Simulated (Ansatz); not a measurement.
C2H6ClInO, SMILES `CC[O][InH][Cl]`. The species carries charge 0 and has multiplicity 1. Correlated methods include outer-core shells of In, which these sets cover unevenly. In: def2 effective core potential.

Z-matrix (Å, degrees):
```
C
C 1 1.513
H 1 1.095 2 110.7
H 1 1.092 2 110.5 3 -120.3
H 1 1.093 2 110.8 3 119.4
O 2 1.410 1 112.1 3 65.1
H 2 1.097 1 109.8 3 -176.5
H 2 1.098 1 109.5 3 -59.3
In 6 1.965 2 122.7 1 -80.6
Cl 9 2.334 6 110.4 2 -6.9
H 9 1.689 6 126.1 2 174.8
```

(1) Give the diagnostics of a CCSD(T)/def2-TZVPP run (frozen core, the Gaussian-basis code of Ansatz). (Best estimate.)

Answers

(1) The calculation gave: T1 = 0.0151, largest single amplitude 0.027, largest double 0.021, (T) share of the correlation energy 3.6 %, 10 CCSD cycles. The RHF solution is stable towards an unrestricted one. T1 lies under the customary mark of 0.02 for closed shells.
